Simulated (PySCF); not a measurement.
B(F)(OAc)(OH) (C2H4BFO3), SMILES CC(=O)OB(O)F. Heavy atoms are numbered as in [B:1]([F:2])([O:3][C:4]([CH3:5])=[O:6])[OH:10]. Hydrogens are named by the atom that carries them.

Geometry optimised at B3LYP-D3(BJ)/def2-SVP. One conformer was computed; it need not be the lowest.

All values below come from PBE0/pcSseg-1 (PySCF).

GIAO shieldings, no solvent; atoms alike by connectivity are averaged. δ = σ(ref) − σ: ¹¹B against BF3 (σ = 88.8 ppm); ¹⁹F against CFCl3 (σ = 167.2 ppm); ¹⁷O against H2O (σ = 334.2 ppm); ¹³C against TMS (σ = 186.3 ppm); ¹H against TMS (σ = 31.56 ppm), references at their B3LYP-D3(BJ)/def2-TZVP geometries, non-relativistic.

**Question.** Estimate the chemical shifts. (An estimate is asked for; the answer gives what the named calculation found.)

**Answer.** 
| nucleus | atoms | count | δ (ppm) |
|---|---|---|---|
| ¹¹B | B1 | 1 | 5.2 |
| ¹⁹F | F2 | 1 | -121.9 |
| ¹⁷O | O6 | 1 | 492.9 |
| ¹⁷O | O3 | 1 | 235.0 |
| ¹⁷O | O10 (OH) | 1 | 103.2 |
| ¹³C | C4 | 1 | 174.8 |
| ¹³C | C5 (CH3) | 1 | 25.5 |
| ¹H | H on O10 | 1 | 4.23 |
| ¹H | H on C5 | 3 | 2.39 |
